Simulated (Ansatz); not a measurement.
**CH6FSi2+: where a starting geometry ends**

The starting geometry of this gas-phase singlet was optimised with GFN2-xTB; its bonds are those of `C[SiH2][SiH+]F`.

```tsv
atom	x (Å)	y (Å)	z (Å)
C	1.3269	-0.7071	-0.3542
F	-1.6744	0.8355	-0.7069
Si	0.4044	-0.5483	1.2953
Si	-1.3406	1.0420	0.8358
H	0.6603	-0.9671	-1.1749
H	1.8446	0.2120	-0.6244
H	2.0797	-1.4913	-0.2896
H	1.1738	0.0637	2.3841
H	-0.3544	-1.7387	1.7061
H	-2.2915	2.1050	1.1362
```

Q: Predict what it relaxes into with B3LYP-D3(BJ)/def2-SVP.

A: It keeps its bonds, and is `C[SiH2][SiH+]F`.

The energy falls by 0.21 eV over 24 steps:

```csv
step,E − E(last) (eV)
1,0.208
4,0.020
6,0.007
9,0.004
11,0.002
14,0.001
16,0.000
19,0.000
21,0.000
24,0.000
```

Final geometry (Å):

```xyz
10

C     1.3427   -0.8115   -0.3708
F    -1.5045    1.4688   -0.8256
Si    0.4261   -0.4985    1.2201
Si   -1.3714    0.9991    0.6912
H     0.6942   -1.2860   -1.1225
H     1.7606    0.1185   -0.7847
H     2.1792   -1.4982   -0.1565
H     1.1119    0.3005    2.2696
H    -0.3525   -1.6222    1.8042
H    -2.4576    1.6351    1.4825
```

The end wasn't checked by frequencies. Run with Ansatz 0.2.0, 38 s on 2 threads of Arm Neoverse V2, on a shared host.
